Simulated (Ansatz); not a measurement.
Relaxation of the cluster AlB₅ with RKS PBE0-D4/def2-SVP.

```sh
$ ansatz run in.yaml --threads 4 --pin off --events-out ev --progress --plain --max-ram 3916MiB
```

```yaml
crystal:
  periodic: [false, false, false]
  atoms:
    - {symbol: B, position_ang: [-0.762310, -1.347360, 1.356550]}
    - {symbol: B, position_ang: [-0.452030, 1.833260, -0.809220]}
    - {symbol: B, position_ang: [0.507110, -1.469930, 0.542660]}
    - {symbol: B, position_ang: [0.751250, 0.967300, -1.108980]}
    - {symbol: B, position_ang: [0.963450, -0.385950, -0.432580]}
    - {symbol: Al, position_ang: [-1.007480, 0.402690, 0.451580]}
basis:
  gaussian: {orbitals: def2-SVP}
hamiltonian: {xc: pbe0, dispersion: d4}
scf: {omitted_lower_state_checks: [starts]}
output: {orbitals: {seedname: orbitals}}
relax: {f_tol: 0.02, max_steps: 100}
```

Hardware: 4 threads of Arm Neoverse N1 on a shared host. Wall time 28 s.

Positions (Å) and forces (eV/Å) at steps 1, 2, 3, 4, 5, 6, 7, 8, 9, 10, 12 of 12:

```xyz
6
step=1 energy=-9956.5040 eV
B    -0.762   -1.347    1.357   -0.053   -0.002    0.045
B    -0.452    1.833   -0.809   -0.061    0.064    0.011
B     0.507   -1.470    0.543   -0.236   -1.296    0.942
B     0.751    0.967   -1.109    0.034    1.353   -0.856
B     0.963   -0.386   -0.433    0.389   -0.148   -0.166
Al   -1.007    0.403    0.452   -0.073    0.030    0.023
6
step=2 energy=-9956.5811 eV
B    -0.768   -1.352    1.364   -0.034    0.047    0.013
B    -0.456    1.843   -0.811   -0.043    0.004    0.046
B     0.507   -1.503    0.562    0.012   -0.426    0.233
B     0.757    0.996   -1.132    0.088    0.362   -0.298
B     0.963   -0.385   -0.431    0.026    0.000    0.004
Al   -1.003    0.400    0.448   -0.048    0.013    0.002
6
step=3 energy=-9956.5924 eV
B    -0.767   -1.350    1.367    0.025    0.038    0.003
B    -0.455    1.847   -0.807    0.020   -0.014    0.038
B     0.510   -1.523    0.568    0.033   -0.042   -0.035
B     0.761    1.008   -1.148    0.031   -0.022   -0.045
B     0.958   -0.381   -0.424   -0.053    0.043    0.056
Al   -1.007    0.399    0.444   -0.057   -0.002   -0.016
6
step=4 energy=-9956.5999 eV
B    -0.754   -1.337    1.384   -0.011    0.026    0.105
B    -0.443    1.856   -0.788   -0.003    0.084    0.062
B     0.506   -1.530    0.562    0.036    0.009   -0.175
B     0.758    1.005   -1.157    0.016   -0.168   -0.049
B     0.958   -0.377   -0.419    0.037    0.079    0.118
Al   -1.025    0.383    0.418   -0.076   -0.030   -0.060
6
step=5 energy=-9956.6153 eV
B    -0.741   -1.326    1.402   -0.025    0.013    0.152
B    -0.431    1.867   -0.772   -0.011    0.134    0.066
B     0.497   -1.543    0.546    0.032    0.156   -0.225
B     0.750    0.997   -1.174   -0.008   -0.266    0.063
B     0.969   -0.365   -0.399    0.041    0.039    0.059
Al   -1.043    0.370    0.397   -0.029   -0.076   -0.116
6
step=6 energy=-9956.5691 eV rejected
B    -0.671   -1.263    1.513    0.218   -0.039   -0.548
B    -0.362    1.935   -0.668    0.151   -0.493   -0.201
B     0.445   -1.573    0.468   -0.274    0.676    0.368
B     0.699    0.945   -1.233   -0.300    0.116    0.698
B     1.025   -0.322   -0.329   -0.391   -0.196   -0.326
Al   -1.135    0.279    0.249    0.596   -0.063    0.009
6
step=7 energy=-9956.6501 eV
B    -0.711   -1.296    1.458   -0.009   -0.042    0.054
B    -0.403    1.901   -0.724   -0.012    0.074   -0.010
B     0.470   -1.543    0.511   -0.090    0.139   -0.001
B     0.724    0.971   -1.186   -0.085   -0.049    0.102
B     0.994   -0.353   -0.379    0.089   -0.055   -0.069
Al   -1.073    0.321    0.321    0.107   -0.067   -0.076
6
step=8 energy=-9956.6563 eV
B    -0.702   -1.282    1.493    0.023   -0.044   -0.094
B    -0.392    1.925   -0.697    0.004   -0.061   -0.061
B     0.451   -1.536    0.498   -0.110    0.122    0.118
B     0.706    0.960   -1.187   -0.093    0.069    0.127
B     1.012   -0.354   -0.379    0.041   -0.082   -0.105
Al   -1.075    0.287    0.272    0.134   -0.004    0.016
6
step=9 energy=-9956.6618 eV
B    -0.710   -1.288    1.490    0.019   -0.046   -0.036
B    -0.402    1.924   -0.705    0.016   -0.014   -0.046
B     0.451   -1.530    0.504   -0.070    0.093    0.043
B     0.708    0.965   -1.178   -0.068    0.009    0.084
B     1.014   -0.362   -0.391    0.053   -0.043   -0.056
Al   -1.060    0.291    0.280    0.050    0.000    0.011
6
step=10 energy=-9956.6648 eV
B    -0.724   -1.304    1.490    0.001    0.025   -0.010
B    -0.412    1.930   -0.720   -0.009   -0.014    0.022
B     0.445   -1.516    0.506   -0.003   -0.014    0.012
B     0.702    0.964   -1.168    0.001    0.017   -0.012
B     1.028   -0.369   -0.401    0.009   -0.012   -0.003
Al   -1.040    0.296    0.292    0.001   -0.003   -0.010
6
step=12 energy=-9956.6649 eV
B    -0.722   -1.299    1.491   -0.005    0.005   -0.001
B    -0.410    1.929   -0.714   -0.005    0.001    0.003
B     0.447   -1.517    0.508    0.007    0.005   -0.011
B     0.702    0.965   -1.168    0.003   -0.014    0.003
B     1.027   -0.372   -0.404   -0.002    0.003    0.004
Al   -1.044    0.293    0.286    0.003    0.001    0.002
```

The restricted singlet is unstable towards broken spin symmetry at other levels; at PBE0-D4/def2-SVP this wasn't settled. Another isomer (singlet) lies 1.93 eV lower at PBE0-D4/def2-TZVP; other spin states weren't run for this one.
